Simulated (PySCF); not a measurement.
## Correlation energy of C⁺ (carbon, charge +1)

[He] 2s1 2p1 3d1, one real determinant (an excited configuration). All numbers are calculated (PySCF 2.14, scalar relativity by spin-free X2C-1e, in x2c-QZVPPall with one added diffuse shell each of s, p, d, f type (8s5p4d3f1g, 73 functions)). Frozen: nothing; 5 electrons correlated.

MP2 pair energies summed by pair of shells (mhartree):

```json
{"pair": "1s-1s", "energy": "-14.98", "share (%)": "54.6"}
{"pair": "2s-2p", "energy": "-3.63", "share (%)": "13.3"}
{"pair": "2s-3d", "energy": "-2.76", "share (%)": "10.1"}
{"pair": "1s-2p", "energy": "-2.19", "share (%)": "8.0"}
{"pair": "1s-2s", "energy": "-2.16", "share (%)": "7.9"}
{"pair": "2p-3d", "energy": "-1.63", "share (%)": "5.9"}
{"pair": "1s-3d", "energy": "-0.06", "share (%)": "0.2"}
```

Total MP2 correlation energy: -27.42 mhartree.

Same-spin part -9.20 and opposite-spin part -18.22 mhartree; SCS-MP2 scales them by 1/3 and 6/5 to -24.93 mhartree.

The reference is one real determinant that mixes LS terms of this configuration.

This basis was not built for core-valence correlation, so the inner-shell part is incomplete.
